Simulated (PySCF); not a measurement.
Threshold energies of GeBr in a plasma

CCSD(T) in PySCF with def2-TZVPPD on every atom, for the lowest determinant that a PBE0 search found; no spin–orbit coupling.

```csv
species,state (unpaired electrons),Re (Å),ωe (cm⁻¹),energy of the minimum from the neutral (eV),De (eV),dissociates to
GeBr,doublet (π ↑),2.326,300,0.00,3.52,Ge + Br
GeBr⁺,singlet (closed shell),2.205,375,7.20,4.22,Ge⁺ + Br
```

Q: Work out the lowest energy to break GeBr into atoms, from its vibrational ground state.

A: D0 = De − ωe/2 = 3.52 − 0.02 = 3.50 eV (CCSD(T)/def2-TZVPPD).

Q: Work out the ionisation energy of the Ge atom at this level and the threshold of dissociative ionisation.

A: IE(Ge) = 7.20 + 4.22 − 3.52 = 7.90 eV, so Ge⁺ + Br + e⁻ appears at D0 + IE(Ge) = 11.40 eV (CCSD(T)/def2-TZVPPD). The measured IE(Ge) is 7.899 eV (NIST ASD).

These are thermodynamic thresholds; the onsets seen under electron impact lie higher where the geometry changes, and cross-sections peak well above them.

Correlated steps freeze 18 core orbitals. Spin–orbit coupling is left out. For an ion De counts to the pair picked by the measured ionisation energies or electron affinities, which need not be the lowest pair at this level. Where the molecule has an RHF reference, its open-shell atoms are computed with UHF. States were picked by a PBE0 search and need not be the measured ground states.
